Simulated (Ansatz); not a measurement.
System: C5H11S, charge 0, multiplicity 2. It need not be the lowest isomer of its formula. 
Structure (B3LYP-D3(BJ)/def2-TZVP (Ansatz, a program for electronic structure) minimum search):
SMILES: C(CSCC)[CH2]
```xyz
17

C     -2.5985     0.1492     0.2034
C     -1.4837    -0.4592     0.9678
C     -0.4413    -1.1812     0.1113
S      0.3912    -0.1571    -1.1440
C      1.1967     1.1160    -0.1198
C      2.2500     0.5905     0.8446
H     -2.4656     0.4268    -0.8324
H     -3.5143     0.4324     0.7030
H     -0.9737     0.3048     1.5761
H     -1.8757    -1.1736     1.7027
H      0.3085    -1.6530     0.7469
H     -0.9163    -1.9729    -0.4705
H      1.6476     1.7877    -0.8521
H      0.4319     1.6900     0.4057
H      1.8112    -0.0648     1.5982
H      2.7312     1.4190     1.3704
H      3.0167     0.0262     0.3129
```
Charge 0, spin multiplicity 2.

Property: atomisation energy (electronic, to ground-state atoms), in kJ/mol. Cores are frozen in the correlated levels unless marked. UHF or UKS for open shells. Spin-orbit coupling is left out. No relativistic terms. The coupled-cluster limit lacks core correlation, which all-electron functionals hold. CBS(X,Y): correlation extrapolated as X^-3; Hartree-Fock from the larger set. [CCSD(T)-MP2]/basis is that difference in the basis named.

```json
[
 {"level": "HF/6-31G", "program": "Ansatz", "atomisation energy (kJ/mol)": "4595.8"},
 {"level": "BLYP/def2-TZVPD", "program": "Ansatz", "atomisation energy (kJ/mol)": "6342.0"},
 {"level": "revPBE/def2-TZVPD", "program": "Ansatz", "atomisation energy (kJ/mol)": "6336.5"},
 {"level": "PBE0/6-31G*", "program": "Ansatz", "atomisation energy (kJ/mol)": "6497.2"}
]
```

### Question
Estimate the value at RI-MP2/CBS(cc-pV(T+d)Z,cc-pV(Q+d)Z)+[CCSD(T)-MP2]/cc-pV(T+d)Z as computed with Ansatz.

### Answer
6457.0 kJ/mol
